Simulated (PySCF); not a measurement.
**2p core levels of `C=CO[SiH2]Cl`**

C2H5ClOSi.
Geometry (GFN2-xTB, Å), atoms numbered from 1 in this order:
```
atom  x, y, z in Å
C1    -1.751    0.105    0.236
C2    -0.911    0.488   -0.707
O3     0.414    0.255   -0.737
Si4    1.575   -0.424    0.163
Cl5    2.756    1.051    0.840
H6    -1.422   -0.444    1.100
H7    -2.796    0.338    0.163
H8    -1.235    1.042   -1.581
H9     1.089   -1.177    1.312
H10    2.291   -1.230   -0.811
```

Level of theory: delta-SCF UKS SCAN, pcX-2 on the ionised atom, pcseg-1 elsewhere, spin-free X2C (PySCF). Vertical ΔSCF values, vacuum level as zero. Spin–orbit coupling isn't in the SCF: each 2p doublet comes from a relaxed spin-free hole plus a matrix of the shell (mean-field spin–orbit coupling and the ground-state 2p splitting), with 2p3/2 averaged over its two sublevels. The splitting includes the ligand field, and 2p3/2 is the mean of two sublevels.

When a 2p electron fills a 1s hole, the emitted photon carries the energy difference of the two hole states (Kα1 from 2p3/2, Kα2 from 2p1/2), here at the ground state's geometry.

```csv
atom,Kα1 (eV),Kα2 (eV),2p3/2 binding energy (eV)
Si4,1740.00,1739.37,108.39
Cl5,2622.57,2620.92,206.26
```

Question: What are the 1s and 2p1/2 binding energies?

Answer: 1s = Kα1 + 2p3/2, and 2p1/2 = 1s − Kα2:

```
atom             environment  1s (eV)  2p1/2 (eV)
 Si4  chlorine-bound silicon  1848.39      109.02
 Cl5  silicon-bound chlorine  2828.83      207.91
```

2p1/2 minus 2p3/2 by element: Si (Z = 14) 0.63 eV, Cl (Z = 17) 1.65 eV.

Question: And the 1s levels of the other atoms?

Answer: C1 (terminal =CH2 carbon) 290.18 eV; C2 (vinylic carbon bearing oxygen) 292.58 eV; O3 (silyl ether oxygen) 538.96 eV.

Geometry: GFN2-xTB, one conformer, isolated molecule.
